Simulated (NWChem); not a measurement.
# ScH$_{2}$O$_{2}$Cl; SMILES [OH][Sc]([OH])[Cl]

```xyz
6

Sc     0.0000     0.0000    -0.3876
Cl     0.0000     0.0000     1.9352
O      0.0000     1.5868    -1.3083
H      0.0000     2.3293    -1.9129
O      0.0000    -1.5868    -1.3083
H      0.0000    -2.3293    -1.9129
```
Atoms are numbered in this order, from 1.

Structure relaxed at the PBE0/def2-SVP level.

Symmetry labels are those of C2v in the frame above (b1 and b2, or b-type labels, depend on it).

Problem. List the 4 lowest vertical singlet excitations from PBE/def2-SVPD, TDA (NWChem).

Solution. 
| state | energy (eV) | oscillator strength | symmetry | leading excitation (squared amplitude) |
|---|---|---|---|---|
| S1 | 4.04 | 0.001 | b2 | HOMO → LUMO (1.00) |
| S2 | 4.36 | 0.018 | b1 | HOMO−1 → LUMO (0.99) |
| S3 | 4.68 | 0.004 | a1 | HOMO−2 → LUMO (0.99) |
| S4 | 4.79 | 0.003 | b2 | HOMO−3 → LUMO (1.00) |
